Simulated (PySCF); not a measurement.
PySCF was given this input:
```python
from pyscf import gto, scf, dft

mol = gto.Mole()
mol.atom = '''
    B     0.023522   -0.011173    0.010554
    F    -1.111737   -0.666599   -0.018630
    F    -0.014404    1.201515   -0.486636
    F     1.113073   -0.528709    0.499403
'''
mol.basis = 'aug-cc-pvdz'
mol.charge = 1
mol.spin = 1
mol.verbose = 4
mol.build()

mf = dft.UKS(mol)
mf.xc = 'pbe0'
mf = mf.density_fit(auxbasis='def2-universal-jkfit')
mf.kernel()
mf.analyze()
```

What is the computed total energy (DF-PBE0/aug-cc-pVDZ in PySCF)?

-323.7110 Eh

What is the computed HOMO energy (DF-PBE0/aug-cc-pVDZ)?

-21.31 eV

What is the computed nuclear repulsion energy (DF-PBE0/aug-cc-pVDZ)?

111.4168 Eh

These values belong to the state on which the SCF converged, which isn't shown to be the lowest.
